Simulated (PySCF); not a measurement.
PySCF input for Sn(Cl)2(OH)(NH2) (Cl2H3NOSn), SMILES [NH2][Sn]([OH])([Cl])[Cl], TDA-ωB97X/def2-SVPD. Coordinates come from a B3LYP-D3(BJ)/def2-SVP optimisation. The def2 effective core potentials stand for the cores of Sn; spin–orbit coupling is left out. Other conformers were not sampled.

```python
import numpy as np
from pyscf import gto, scf, dft, tdscf

mol = gto.M(
    atom='''
    N     2.19676496    0.16560948   -0.09226383
    Sn    0.17159232    0.17726782   -0.08000627
    O    -0.36644200    1.93808287   -0.79558173
    Cl   -0.69672527   -0.05711712    2.09027308
    Cl   -0.76577299   -1.58150886   -1.34397825
    H     2.54025270    0.88583876   -0.73148051
    H     2.56713423   -0.73433967   -0.40173347
    H    -1.27035144    2.17782267   -0.54298364
    ''',
    basis='def2-SVPD',
    ecp={'Sn': 'def2-svp'},
    charge=0,
    spin=0,
    max_memory=1600,
    verbose=4,
)
mf = dft.RKS(mol, xc='wb97x').density_fit(auxbasis='def2-universal-jkfit')
mf.grids.level = 3
mf.conv_tol = 1e-9
mf.max_cycle = 100
mf.kernel()
mf.grids = dft.Grids(mol).set(level=1).build(with_non0tab=True)  # coarser grid for the response kernel
td = tdscf.TDA(mf)
td.singlet = True
td.nstates = 10
td.conv_tol = 1e-4
td.kernel(x0=td.get_init_guess(mf, 15))
td.analyze()
tt = tdscf.TDA(mf)
tt.singlet = False
tt.nstates = 4
tt.conv_tol = 1e-4
tt.kernel(x0=tt.get_init_guess(mf, 9))
tt.analyze(verbose=3)
```

Program output:

```
PySCF version 2.14.0

[INPUT] verbose = 4
[INPUT] num. atoms = 8
[INPUT] num. electrons = 74
[INPUT] charge = 0
[INPUT] spin (= nelec alpha-beta = 2S) = 0
[INPUT] symmetry False subgroup None
[INPUT] Mole.unit = angstrom
[INPUT] Symbol           X                Y                Z      unit          X                Y                Z       unit  Magmom
[INPUT]  1 N      2.196764960000   0.165609480000  -0.092263830000 AA    4.151284134441   0.312956560832  -0.174353369903 Bohr   0.0
[INPUT]  2 Sn     0.171592320000   0.177267820000  -0.080006270000 AA    0.324262489879   0.334987630499  -0.151189938548 Bohr   0.0
[INPUT]  3 O     -0.366442000000   1.938082870000  -0.795581730000 AA   -0.692475020538   3.662445831011  -1.503431579408 Bohr   0.0
[INPUT]  4 Cl    -0.696725270000  -0.057117120000   2.090273080000 AA   -1.316619944364  -0.107935713824   3.950043646751 Bohr   0.0
[INPUT]  5 Cl    -0.765772990000  -1.581508860000  -1.343978250000 AA   -1.447101224689  -2.988618608973  -2.539750809872 Bohr   0.0
[INPUT]  6 H      2.540252700000   0.885838760000  -0.731480510000 AA    4.800381890187   1.673992646924  -1.382297829357 Bohr   0.0
[INPUT]  7 H      2.567134230000  -0.734339670000  -0.401733470000 AA    4.851180619696  -1.387700858703  -0.759166233371 Bohr   0.0
[INPUT]  8 H     -1.270351440000   2.177822670000  -0.542983640000 AA   -2.400616303547   4.115488394169  -1.026090369719 Bohr   0.0

nuclear repulsion = 423.5211575295
number of shells = 63
number of NR pGTOs = 250
number of NR cGTOs = 153
basis = def2-SVPD
ecp = {'Sn': 'def2-svp'}


[settings echo left out]
init E= -1242.68880627193
  HOMO = -0.716647041299288  LUMO = -0.629082416174569  gap/eV = 2.38275
cycle= 1 E= -1265.04579711172  delta_E= -22.4  |g|= 2.38  |ddm|= 9.57
  HOMO = -0.160902220630096  LUMO = 0.0622352463807639  gap/eV = 6.07188
cycle= 2 E= -1265.57064459626  delta_E= -0.525  |g|= 1.88  |ddm|= 8.23
  HOMO = -0.371140758582703  LUMO = -0.0197521591508689  gap/eV = 9.56177
cycle= 3 E= -1266.22324907839  delta_E= -0.653  |g|= 0.23  |ddm|= 2.44
  HOMO = -0.410409518875627  LUMO = -0.026809764979248  gap/eV = 10.43828
cycle= 4 E= -1266.22874521284  delta_E= -0.0055  |g|= 0.18  |ddm|= 0.398
  HOMO = -0.40692978050476  LUMO = -0.0230750616970496  gap/eV = 10.44522
cycle= 5 E= -1266.23514454469  delta_E= -0.0064  |g|= 0.0231  |ddm|= 0.193
  HOMO = -0.40552293348828  LUMO = -0.0215145663792953  gap/eV = 10.44940
cycle= 6 E= -1266.23535696156  delta_E= -0.000212  |g|= 0.00865  |ddm|= 0.0635
  HOMO = -0.407427521958029  LUMO = -0.021666488893537  gap/eV = 10.49709
cycle= 7 E= -1266.23540858753  delta_E= -5.16e-05  |g|= 0.00448  |ddm|= 0.034
  HOMO = -0.40668163766261  LUMO = -0.021610011337863  gap/eV = 10.47833
cycle= 8 E= -1266.23541898072  delta_E= -1.04e-05  |g|= 0.00131  |ddm|= 0.0135
  HOMO = -0.406772042256726  LUMO = -0.0216835584937272  gap/eV = 10.47879
cycle= 9 E= -1266.23542099995  delta_E= -2.02e-06  |g|= 0.000307  |ddm|= 0.0086
  HOMO = -0.406766492868169  LUMO = -0.0216847370939135  gap/eV = 10.47861
cycle= 10 E= -1266.23542107797  delta_E= -7.8e-08  |g|= 7.47e-05  |ddm|= 0.00138
  HOMO = -0.406760830378326  LUMO = -0.021672803408876  gap/eV = 10.47878
cycle= 11 E= -1266.23542108281  delta_E= -4.84e-09  |g|= 3.33e-05  |ddm|= 0.000341
  HOMO = -0.406763682871555  LUMO = -0.0216790610665925  gap/eV = 10.47869
cycle= 12 E= -1266.23542108337  delta_E= -5.58e-10  |g|= 9.61e-06  |ddm|= 9.01e-05
  HOMO = -0.406763130394309  LUMO = -0.021677836068271  gap/eV = 10.47870
Extra cycle  E= -1266.23542108344  delta_E= -7.07e-11  |g|= 4.66e-06  |ddm|= 3.96e-05
converged SCF energy = -1266.23542108344
tot grids = 38376


******** <class 'pyscf.tdscf.rks.TDA'> for <class 'pyscf.df.df_jk.DFRKS'> ********
nstates = 10 singlet
deg_eia_thresh = 1.000e-03
wfnsym = None
conv_tol = 0.0001
eigh lindep = 1e-12
eigh level_shift = 0
eigh max_cycle = 100


Excitation energies (eV)
[5.47927382 5.88641981 6.12128964 6.2345049  6.31693094 6.3595469
 7.59337079 7.75937512 7.95641489 8.1064283 ]

** Singlet excitation energies and oscillator strengths **
Excited State   1:      5.47927 eV    226.28 nm  f=0.0561
      35 -> 38       -0.12460
      37 -> 38        0.65868
Excited State   2:      5.88642 eV    210.63 nm  f=0.0015
      35 -> 38        0.27552
      36 -> 38       -0.60992
Excited State   3:      6.12129 eV    202.55 nm  f=0.0511
      32 -> 38       -0.19892
      33 -> 38        0.14548
      35 -> 38        0.57704
      36 -> 38        0.21345
      37 -> 38        0.11293
Excited State   4:      6.23450 eV    198.87 nm  f=0.0522
      32 -> 38       -0.19691
      33 -> 38       -0.14158
      34 -> 38        0.61935
Excited State   5:      6.31693 eV    196.27 nm  f=0.0583
      31 -> 38        0.15088
      33 -> 38       -0.62021
      34 -> 38       -0.11525
      35 -> 38        0.11213
      36 -> 38        0.11049
      36 -> 41        0.10082
Excited State   6:      6.35955 eV    194.96 nm  f=0.0746
      30 -> 38        0.10174
      32 -> 38       -0.59290
      32 -> 40        0.11206
      34 -> 38       -0.18587
      35 -> 38       -0.10913
      36 -> 38       -0.14389
Excited State   7:      7.59337 eV    163.28 nm  f=0.1869
      31 -> 38        0.60814
      33 -> 38        0.11450
      34 -> 38        0.13576
      36 -> 41        0.12174
Excited State   8:      7.75938 eV    159.79 nm  f=0.0060
      29 -> 38       -0.10736
      30 -> 38        0.13472
      37 -> 39       -0.45192
      37 -> 40       -0.40304
      37 -> 42       -0.19887
Excited State   9:      7.95641 eV    155.83 nm  f=0.0065
      30 -> 38       -0.12079
      37 -> 39       -0.38545
      37 -> 40        0.46965
      37 -> 42       -0.19290
      37 -> 43       -0.20422
Excited State  10:      8.10643 eV    152.95 nm  f=0.1910
      30 -> 38       -0.49486
      32 -> 38       -0.10090
      35 -> 39        0.18424
      35 -> 40       -0.18508
      36 -> 39       -0.15881
      37 -> 40       -0.20535
      37 -> 41       -0.10191

** Transition electric dipole moments (AU) **
state          X           Y           Z        Dip. S.      Osc.
  1         0.5613      0.1166      0.2993      0.4183      0.0561
  2        -0.0011     -0.0100     -0.1007      0.0102      0.0015
  3         0.3326      0.1494      0.4555      0.3405      0.0511
  4        -0.2786      0.5123      0.0407      0.3417      0.0522
  5        -0.1236     -0.0734      0.5965      0.3764      0.0583
  6        -0.3142     -0.4492     -0.4220      0.4786      0.0746
  7         0.3604      0.7085     -0.6106      1.0047      0.1869
  8        -0.1277      0.0828     -0.0922      0.0317      0.0060
  9        -0.0057      0.0258     -0.1812      0.0335      0.0065
 10         0.1348     -0.5291     -0.8147      0.9620      0.1910

WARN: ECP detected. Skipping calculation of transition velocity and magnetic dipole moments, which have not yet been implemented.



******** <class 'pyscf.tdscf.rks.TDA'> for <class 'pyscf.df.df_jk.DFRKS'> ********
nstates = 4 triplet
deg_eia_thresh = 1.000e-03
wfnsym = None
conv_tol = 0.0001
eigh lindep = 1e-12
eigh level_shift = 0
eigh max_cycle = 100


Excitation energies (eV)
[4.75878156 5.42679798 5.49972178 5.59132302]

** Triplet excitation energies and oscillator strengths **
Excited State   1:      4.75878 eV    260.54 nm  f=0.0000
Excited State   2:      5.42680 eV    228.47 nm  f=0.0000
Excited State   3:      5.49972 eV    225.44 nm  f=0.0000
Excited State   4:      5.59132 eV    221.74 nm  f=0.0000
```

Self-consistency was reached.

Cost: around 6 core-minutes (rough).
